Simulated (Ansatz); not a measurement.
This triplet is an excited state, 0.63 eV above the relaxed singlet at the level B3LYP/cc-pVTZ // PBE0-D3(BJ)/def2-TZVP (Ansatz, an electronic-structure program).

A geometry relaxed with PBE0-D3(BJ)/def2-TZVP (Ansatz), charge 0, multiplicity 3:

```xyz
6

H     -2.5709     0.1637     0.6037
O     -1.8143    -0.4306     0.5621
C     -0.7282     0.2464     0.2387
H      2.8163    -0.0032    -0.1569
C      1.7548    -0.0089    -0.2631
C      0.5422     0.0326     0.0453
```

Task: Write the SMILES of this molecule.

Result: `C#C[C]O`
